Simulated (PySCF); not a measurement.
Gas-phase reaction: SnS + 2 H2S2 → SnH4 + 5 S

Method: PySCF energies (xtb for GFN2) plus ideal-gas RRHO corrections (1 bar). † marks an energy on the PBE0/def2-TZVP geometry and frequencies; other levels use their own. MP2 and CCSD(T) freeze the core. Open shells (unrestricted): S (multiplicity 3); the rest are closed-shell singlets. GFN2 has no spin-polarisation term. Spin-orbit splitting is ignored; it lowers the true energy and changes the entropy of S. Sn: scalar-relativistic def2 core potential, no spin-orbit coupling. MP2 isn't extrapolated to the basis-set limit. CCSD(T) isn't extrapolated to the basis-set limit. Warning, large T1 diagnostic: SnS (CCSD(T)/def2-TZVPP†).

```tsv
level	ΔH°(298 K), kJ
BLYP/def2-TZVP†	1399
CCSD(T)/def2-TZVPP†	1298
GFN2-xTB	[?]
HF/def2-TZVP†	719
MP2/def2-SVP†	1180
MP2/def2-TZVPP†	[?]
PBE0/def2-QZVP†	1415
r2SCAN/def2-TZVP†	1423
LDA/def2-TZVP†	[?]
ωB97M-V/def2-TZVP†	1422
ωB97X-V/def2-TZVP†	[?]
```

**Question.** Complete the blanks.

**Answer.** 
- GFN2-xTB, ΔH°(298 K), kJ: 1563
- MP2/def2-TZVPP†, ΔH°(298 K), kJ: 1387
- LDA/def2-TZVP†, ΔH°(298 K), kJ: 1750
- ωB97X-V/def2-TZVP†, ΔH°(298 K), kJ: 1402
